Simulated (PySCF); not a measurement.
A GIAO shielding run with PySCF 2.14.0 with density-fitted response routines (density fitting, non-relativistic, gas phase) on SMILES [SiH2]1[C@H](CC=C)C[C@@H](C=O)C1, C₈H₁₄OSi:

```
$ OMP_NUM_THREADS=1 python probes_run.py task.json out

{"job": {"kind": "nmr", "xc": "PBE0", "basis": "pcSseg-1"}, "charge": 0, "multiplicity": 1}
C      3.713268     0.756350    -0.523652
C      2.691395    -0.041441    -0.278021
C      1.544032     0.295558     0.616046
C      0.221260     0.258070    -0.154275
C     -0.946633     0.716230     0.725778
C     -2.260358     0.157777     0.141270
C     -2.426361     0.815020    -1.191099
O     -1.960598     0.380571    -2.209261
C     -2.065553    -1.343233    -0.053937
Si    -0.313195    -1.470570    -0.789544
H      3.794555     1.730695    -0.068857
H      4.515357     0.473275    -1.183857
H      2.626882    -1.013463    -0.750296
H      1.694945     1.288110     1.050860
H      1.502615    -0.429047     1.435373
H      0.316650     0.946341    -0.998425
H     -0.828702     0.304685     1.731121
H     -0.989713     1.805267     0.812047
H     -3.103697     0.405236     0.793545
H     -2.975666     1.776849    -1.182531
H     -2.847229    -1.751057    -0.690542
H     -2.133252    -1.847041     0.909414
H     -0.206004    -1.668353    -2.226725
H      0.424266    -2.526066    -0.073410
```

Hardware: 1 thread of an Arm Neoverse V2, shared host. The job also computes population analyses, field gradients, ring-centre shieldings.

(1) How large is the calculation?

(2) How long does it take, and how much memory does it need?

## Answers

(1) 84 electrons, 247 basis functions and 1298 auxiliary functions.

(2) 65 s of wall time, with 14 SCF cycles and 5 response iterations; peak memory 1.1 GiB. Times on a shared host scatter by some tens of per cent.
